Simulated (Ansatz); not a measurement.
One change: `[CH3][In]([CH3])[NH2]` becomes `[CH3][In]([NH2])[SiH2][TeH]`.

Ansatz, PBE0-D4/def2-TZVP geometries, multiplicity 1. Each molecule was computed in one conformer, which needn't be the lowest.

Elements past krypton have def2 core potentials.  Spin–orbit coupling is left out; it splits and shifts lone-pair levels of the heavy atoms by tenths of an eV.

```csv
property,`[CH3][In]([CH3])[NH2]`
HOMO energy (B3LYP/def2-TZVPP) / eV,-6.33
HOMO energy (ωB97M-V/def2-TZVPP) / eV,-8.95
size of the dipole moment (B3LYP/def2-TZVPP) / D,0.26
zero-point energy (PBE0-D4/def2-TZVP) / kJ/mol,250.0
"ideal-gas entropy at 298 K and 1 bar (rigid rotor, harmonic PBE0-D4/def2-TZVP) / J/(mol·K)",401
HOMO–LUMO gap (B3LYP/def2-TZVPP) / eV,5.72
```

Problem. What does the change do to each property? (Best estimate.)

Solution. Computed: 
```csv
property,`[CH3][In]([NH2])[SiH2][TeH]`,shift
HOMO energy (B3LYP/def2-TZVPP) / eV,-6.04,0.29
HOMO energy (ωB97M-V/def2-TZVPP) / eV,-8.30,0.65
size of the dipole moment (B3LYP/def2-TZVPP) / D,1.76,1.50
zero-point energy (PBE0-D4/def2-TZVP) / kJ/mol,221.7,-28.3
"ideal-gas entropy at 298 K and 1 bar (rigid rotor, harmonic PBE0-D4/def2-TZVP) / J/(mol·K)",477,76
HOMO–LUMO gap (B3LYP/def2-TZVPP) / eV,4.54,-1.18
```

With PBE0 the HOMO rises by 0.29 eV and the LUMO falls by 0.96 eV, so the gap narrows by about 1.25 eV. PBE moves the HOMO by -0.01 eV and ωB97M-V by 0.65 eV. The zero-point energy changes by -28.3 kJ/mol with +3 modes. Dipoles are sizes alone; their direction can turn. Modes under 60 cm⁻¹, often nearly free rotors, make the harmonic entropy too high.

B3LYP here is the variant with VWN-RPA as its local correlation; programs differ in this.
